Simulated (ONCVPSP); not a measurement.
# Ranking ONCV potentials for Tc

All share these settings but for the change named:

technetium (Tc), optimised norm-conserving Vanderbilt (ONCV), made with ONCVPSP 4.0.1 (LDA (Perdew-Wang 92), scalar-relativistic). Core [Ar] 3d10, reference 4s2 4p6 4d5 5s1 5p1. Waves: 4s+5s: rc 1.65 bohr, ncon 5, nbas 8, qcut 6.5 1/bohr, 2 projectors; 4p+5p: rc 2.00 bohr, ncon 4, nbas 7, qcut 5.6 1/bohr, 2 projectors; 4d: rc 2.10 bohr, ncon 3, nbas 7, qcut 7.3 1/bohr, 2 projectors, debl 2.1 Ha. Local part: polynomial inside 1.50 bohr (lpopt 5, dvloc0 6 Ha). Core correction: none.

Cutoff: the first of the cutoffs (Ha) at which the residual kinetic energy of the hardest occupied pseudo-wave falls to 1 and 0.1 mHa per electron; the density cutoff is not measured.

The base gives 20 Ha.

Of 10 variants that were run, those that failed, showed a ghost or another fault, or gave nearly equal values are left out.

A variant can come out equal or close to the base.

(1) Rank these variants from softest to hardest (loose cutoff).
A. s: qcut 5.3
B. s: qcut 5.9
C. s: qcut 4
D. s: qcut 7.3

## Answers

(1) D (23 Ha), B (30 Ha), A (49 Ha), C (55 Ha).
